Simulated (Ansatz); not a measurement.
Isolated molecules relaxed with PBE0-D4/def2-TZVP in Ansatz; ΔE leaves out vibrations. CBS: MP2 limit from def2 TZ/QZ plus the TZ coupled-cluster correction, frozen cores. Functionals use def2-TZVPP. B3LYP here is the variant with VWN-RPA as its local correlation; programs differ in this. For Ge outer-core shells are correlated without core-valence functions, which leaves a few kJ/mol of doubt a bond. Scalar relativity is left out up to krypton. Each species was taken in one conformer, which may not be the lowest.

Reaction (redistribution): `C[B](F)[GeH2][Cl]` + `BN(C)[SiH2]C` → `BN(C)B(C)F` + `C[SiH2][GeH2][Cl]`

**Question.** Is it downhill or uphill in electronic energy at CCSD(T)/CBS, and by how much? (An estimate is asked.)

**Answer.** Computed: Downhill: ΔE = -78.0 kJ/mol.

**Question.** What do these levels give: BLYP-D4, r2SCAN-D4, B97M-V, PBE0-D4, B3LYP-D4, ωB97X-V, B2PLYP, PBE, PBE0, r2SCANh, MP2/def2-SVP, CCSD/CBS(def2)? (An estimate is asked.)

**Answer.** The calculation gave: BLYP-D4 -75.6, r2SCAN-D4 -81.6, B97M-V -81.3, PBE0-D4 -83.7, B3LYP-D4 -79.0, ωB97X-V -78.0, B2PLYP -78.7, PBE -81.5, PBE0 -84.4, r2SCANh -82.9, MP2/def2-SVP -91.8, CCSD/CBS(def2) -78.6 kJ/mol.

Largest T1 diagnostic among the species: 0.012.

At CCSD(T), def2-SVP lies −14.2 kJ/mol from the extrapolated value and def2-TZVPP −0.1 kJ/mol. In def2-TZVPP, CCSD(T) changes the Hartree–Fock value by +4.3 kJ/mol (the triples alone add +0.6 kJ/mol) and MP2 by +5.7 kJ/mol. Leaving LDA and LC-ωPBE aside and taking each functional with its dispersion term where it has one, the values, not all of them listed here, spread over 8.5 kJ/mol, from r2SCAN0-D4 to BLYP-D4. LDA lies −4.5 kJ/mol from PBE without D4.
